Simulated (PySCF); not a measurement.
Computed IR spectrum (relative IR intensity) of a molecule C2H5BO3. Geometry: B3LYP-D3(BJ)/def2-SVP. The values are those of a single conformer. All values below come from B3LYP-D3(BJ)/def2-SVP in PySCF. Frequencies are harmonic and unscaled.

ν (cm⁻¹): 310 (w), 438 (w), 540 (w), 720 (w), 729 (m), 819 (m), 1004 (m), 1182 (vs), 1240 (w), 1316 (w), 1395 (vw), 1414 (m), 1482 (m), 1797 (s), 3136 (vw), 3685 (m), 3696 (w) (against the strongest line: vs over 80 %, s over 45 %, m over 15 %, w over 4 %, vw less)

Q: Which molecule gave these data?
(A) OB1OCCO1
(B) CB(O)C(=O)O
(C) CC(=O)OBO
(D) OB1COCO1

A: B, CB(O)C(=O)O
